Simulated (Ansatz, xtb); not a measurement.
# Two isomers of C3H6BBrO2

Structure a is `BrB1OCCCO1`, a singlet and structure b is `C/C=C(/Br)B(O)O`, a singlet. Both are isolated molecules in the gas phase, relaxed with B3LYP/def2-SVP; the shapes shown needn't be the lowest conformers.

a (Å):

```xyz
13

C     0.8124    1.9786   -0.2943
C     1.0524    0.8048   -1.2374
C     1.2599   -0.4744   -0.4339
B    -0.4692    0.3998    0.9972
Br   -1.8897    0.0679    2.2763
O    -0.2215    1.6839    0.6455
O     0.2068   -0.6681    0.5108
H     1.7336    2.2255    0.2640
H     0.5086    2.8816   -0.8457
H     0.1827    0.6841   -1.9061
H     1.9300    1.0012   -1.8747
H     1.2832   -1.3601   -1.0872
H     2.2197   -0.4407    0.1128
```

b (Å):

```xyz
13

C    -0.2681   -0.4558   -2.0488
C     0.3171    0.1766   -0.8215
C     0.8638   -0.4632    0.2263
B     1.0588   -2.0091    0.4971
Br    1.5386    0.6585    1.6765
O     1.6273   -2.4785    1.6390
O     0.6441   -2.9080   -0.4422
H     0.2606   -0.0887   -2.9463
H    -1.3211   -0.1432   -2.1635
H    -0.2190   -1.5499   -2.0271
H     0.2839    1.2731   -0.7993
H     1.8879   -1.7657    2.2422
H     0.8175   -3.8158   -0.1574
```

Task: Estimate E(b) − E(a) at the level CCSD(T)/def2-SVP + ΔMP2/def2-TZVPP.

Result: Calculated at CCSD(T)/def2-SVP + ΔMP2/def2-TZVPP: E(b) − E(a) = +12.2 kcal/mol, so structure a lies lower.

The same difference at several levels:

```tsv
level	geometry	E(b) − E(a) (kcal/mol)	departure from the last row (kcal/mol)	job, with rough time for the two
GFN2-xTB	GFN2-xTB	+45.6	+33.4	optimisation, 0.43 s
HF/STO-3G	GFN2-xTB	+66.5	+54.3	single point, 0.46 s
r2SCAN-D4/def2-SVP	GFN2-xTB	+17.7	+5.5	single point, 4.4 s
B3LYP/def2-SVP	B3LYP/def2-SVP	+16.8	+4.6	optimisation, 41 s
HF/def2-SVP	B3LYP/def2-SVP	+20.7	+8.5	part of the CCSD(T) run
MP2/def2-SVP	B3LYP/def2-SVP	+17.1	+4.9	part of the CCSD(T) run
CCSD(T)/def2-SVP	B3LYP/def2-SVP	+17.2	+5.0	single point
CCSD(T)/def2-SVP + ΔMP2/def2-TZVPP	B3LYP/def2-SVP	+12.2		single point, 1.9 min
```

As drawn, b has 1 C=C, 1 C–Br, 1 C–B, 2 O–H in place of 1 B–Br, 2 C–O, 1 C–C, 2 C–H. Structure a has a 6-membered ring, b no ring.

None of the levels shown reverses the order. The largest departure from CCSD(T)/def2-SVP + ΔMP2/def2-TZVPP is that of HF/STO-3G, 54.3 kcal/mol. The last row adds to CCSD(T) the change of the MP2 difference between the two basis sets, here −5.0 kcal/mol, a large step that makes the value less sure.

With thermal terms from frequencies at re-optimised GFN2-xTB minima (ideal gas, soft modes damped towards free rotors, one conformer each, 298.15 K, 1 atm): on the last row, ΔE + ΔZPE = +9.3, ΔH = +10.5, ΔG = +8.1 kcal/mol.

The correlated steps freeze 15 core orbitals; the filled d shell of Br is correlated, in a basis made for valence electrons. Programs: Ansatz 0.2.0, xtb 6.7.1; the last row on 4 threads of Arm Neoverse V1 on a shared host.
